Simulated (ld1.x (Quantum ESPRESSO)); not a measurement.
**Before and after: TM potential for Cl**

ld1.x (Quantum ESPRESSO) 7.5 input, shortened:

```
&input
   title='Cl', zed=17., rel=1, dft='PBE', iswitch=3,
   config='[Ne] 3s1.5 3p5.5 3d-2'
 /
 &inputp
   pseudotype=2, tm=.true., lloc=-1, rcloc=0.95,
   nlcc=.true., new_core_ps=.true.
 /
3
3S  1  0   1.50   0.00  1.20  1.20  0.0
3P  2  1   5.50   0.00  1.35  1.35  0.0
3D  3  2  -2.00   0.30  1.30  1.30  0.0
 &test
   configts(1)='3s1.5 3p5.5'
 /
```

Change: wave 3s (bound): rc 1.20 bohr becomes 3s (bound): rc 1.14 bohr.

Cutoffs: the cutoffs (Ry, on a coarse ladder) from which the occupation-weighted sum of valence levels, in a spherical-Bessel basis at the reference potential, stays within 10 and 1 mRy of its value at 400 Ry; they do not see the model core or the augmentation charge, which bear on the density cutoff. Errors are all-electron minus pseudo energies relative to the spin-unpolarised reference configuration.

Problem. How do hardness, ghosts and transferability respond?

Solution. The potential gets harder (35 Ry and 70 Ry → 45 Ry and 80 Ry); the errors of the 7 common tests hardly move; neither file shows a bound ghost. A smaller radius makes the pseudo-wave follow the all-electron one further in, where it bends more sharply, so more plane waves are needed.

```csv
quantity,base,changed
"cutoff, loose",35 Ry,45 Ry
"cutoff, tight",70 Ry,80 Ry
bound ghosts,none,none
"error for 3s2 3p5, meV [ΔE -6.06 eV]",+0.3,+0.2
"error for 3s2 3p4, meV [ΔE 7.81 eV]",+3.1,+3.1
"error for 3s2 3p3, meV [ΔE 33.26 eV]",+30,+31
"error for 3s1 3p5, meV [ΔE 20.52 eV]",+6.2,+6.2
"error for 3s2 3p2, meV [ΔE 71.57 eV]",+110,+112
"error for 3s2 3p5.3, meV [ΔE -8.20 eV]",+1.3,+1.2
"error for 3s2 3p4.5, meV [ΔE -0.48 eV]",0.0,-0.1
s: phases at 1.51 bohr within 0.05 rad from the reference energy up to (Ry; the scan ends near 5),2.0,1.9
p: phases at 1.51 bohr within 0.05 rad from the reference energy up to (Ry; the scan ends near 5),to the end of the scan,to the end of the scan
d: phases at 1.51 bohr within 0.05 rad from the reference energy up to (Ry; the scan ends near 5),to the end of the scan,to the end of the scan
```
